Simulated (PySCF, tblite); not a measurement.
A set of runs on `CCO[SiH2][SiH2]Br`; the geometry of each is named by its level. Settings lines and outputs come from a driver script.

C2H9BrOSi2.
Numbering: `[CH3:1][CH2:2][O:3][SiH2:4][SiH2:5][Br:6]` (hydrogens: H7, H8, H9 on C1; H10, H11 on C2; H12, H13 on Si4; H14, H15 on Si5)

Step 1: GFN2-xTB geometry optimisation, gas phase (tblite 0.8.0) (from a force-field or distance-geometry start)
```json
{"job": {"kind": "relax", "xc": "GFN2-xTB", "basis": "xTB"}, "charge": 0, "multiplicity": 1}
```
```
step      E/eV     max force
  0    -559.74818    1.388
  1    -559.81736    0.892
  2    -559.86565    0.540
...
 53    -560.02292    0.013
 54    -560.02295    0.013
 55    -560.02298    0.014
 56    -560.02302    0.012
 57    -560.02305    0.009
```

Energy lowered by 6.3 kcal/mol over 57 steps; largest atomic force 0.009 eV/Å at the end. «max force» is the largest atomic force in eV/Å.

The run took 0.47 s of wall time on an Arm Neoverse V1 with one thread, no GPU, shared host with 32 logical CPUs at a one-minute load of 26.

Step 2: GFN2-xTB harmonic vibrations, gas phase (tblite 0.8.0) (on the GFN2-xTB geometry)
```json
{"job": {"kind": "ir", "xc": "GFN2-xTB", "basis": "xTB"}, "charge": 0, "multiplicity": 1}
```
```
(table of modes left out)
```

39 modes from 21 to 3050 cm⁻¹ (unscaled, harmonic); zero-point energy 65.1 kcal/mol; all wavenumbers are real at this level.

Hardware: Arm Neoverse V1, one thread, shared host with 32 logical CPUs at a one-minute load of 26. Cost: 0.56 s of wall time.

Step 3: TDDFT CAM-B3LYP/def2-SVPD, vertical, gas phase, core orbitals frozen in the response (PySCF 2.14.0, density-fitted response routines) (on the GFN2-xTB geometry)
```json
{"job": {"kind": "uv", "xc": "CAM-B3LYP", "basis": "def2-SVPD", "nstates": 8, "ntriplets": 3}, "charge": 0, "multiplicity": 1}
```
```
...
Static polarisability (au): isotropic 104.472, principal 86.090 98.394 128.932
Singlet excitations
state   eV       nm        f      main configurations
  1   5.9534    208.3   0.00415   H->L 0.93
  2   6.3314    195.8   0.00798   H-1->L 0.88, H-1->L+1 0.09
  3   6.7221    184.4   0.00217   H-2->L 0.88
  4   7.0341    176.3   0.01337   H->L+3 0.94
  5   7.0886    174.9   0.08718   H->L+1 0.40, H-3->L 0.35, H->L+2 0.09
  6   7.3278    169.2   0.00511   H->L+2 0.44, H-3->L 0.39
  7   7.4149    167.2   0.00395   H-1->L+1 0.45, H-1->L+2 0.34
  8   7.4859    165.6   0.02073   H-1->L+3 0.93
Triplet excitations (Tamm-Dancoff, eV): 5.4464 6.0252 6.2496
```

HOMO -9.09 eV, LUMO 0.14 eV; lowest singlet 5.95 eV; lowest triplet 5.45 eV (Tamm–Dancoff); mean polarisability 104.5 au.

Time: 74 s wall (grids of density and orbitals included); peak memory 1.1 GiB. Hardware: one thread of an Arm Neoverse V1, no GPU, shared host with 32 logical CPUs at a one-minute load of 26.

Geometry of the electronic-property runs (GFN2-xTB):
```
atom  x, y, z in Å
C1    -2.595   -0.152    0.110
C2    -1.435    0.799   -0.132
O3    -0.224    0.106   -0.036
Si4    1.270    0.700   -0.214
Si5    2.399   -1.254    0.143
Br6    4.568   -0.763   -0.043
H7    -2.582   -0.950   -0.628
H8    -2.515   -0.593    1.100
H9    -3.535    0.386    0.035
H10   -1.444    1.609    0.607
H11   -1.511    1.251   -1.127
H12    1.545    1.775    0.750
H13    1.458    1.307   -1.540
H14    2.342   -1.870    1.470
H15    2.253   -2.342   -0.825
```

 (This holds for the electronic-property runs.)

One conformer stands for the species.
